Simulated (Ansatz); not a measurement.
Start from `[OH][GeH]([OH])[F]` and change one atom or group to get `[OH][GeH]([OH])[OH]`.

Ansatz, PBE0-D4/def2-TZVP geometries, multiplicity 1. Each molecule was computed in one conformer, which needn't be the lowest.

Scalar relativity is left out up to krypton.

```csv
property,`[OH][GeH]([OH])[F]`
HOMO–LUMO gap (ωB97M-V/def2-TZVPP) / eV,13.65
LUMO energy (ωB97M-V/def2-TZVPP) / eV,1.80
zero-point energy (PBE0-D4/def2-TZVP) / kJ/mol,99.5
HOMO energy (PBE0/def2-TZVPP) / eV,-9.41
HOMO energy (B3LYP/def2-TZVPP) / eV,-9.14
HOMO–LUMO gap (B3LYP/def2-TZVPP) / eV,8.82
```

(1) What does the change do to each property? (Estimate.)

Answers

(1) Computed: 
| property | `[OH][GeH]([OH])[OH]` | shift |
| --- | --- | --- |
| HOMO–LUMO gap (ωB97M-V/def2-TZVPP) / eV | 13.19 | -0.46 |
| LUMO energy (ωB97M-V/def2-TZVPP) / eV | 1.84 | 0.04 |
| zero-point energy (PBE0-D4/def2-TZVP) / kJ/mol | 129.1 | 29.6 |
| HOMO energy (PBE0/def2-TZVPP) / eV | -8.92 | 0.49 |
| HOMO energy (B3LYP/def2-TZVPP) / eV | -8.65 | 0.49 |
| HOMO–LUMO gap (B3LYP/def2-TZVPP) / eV | 8.48 | -0.34 |

With PBE0 the HOMO rises by 0.49 eV and the LUMO rises by 0.14 eV, so the gap narrows by about 0.35 eV. PBE moves the HOMO by 0.47 eV and ωB97M-V by 0.49 eV. The zero-point energy changes by 29.6 kJ/mol with +3 modes.

B3LYP here is the variant with VWN-RPA as its local correlation; programs differ in this.
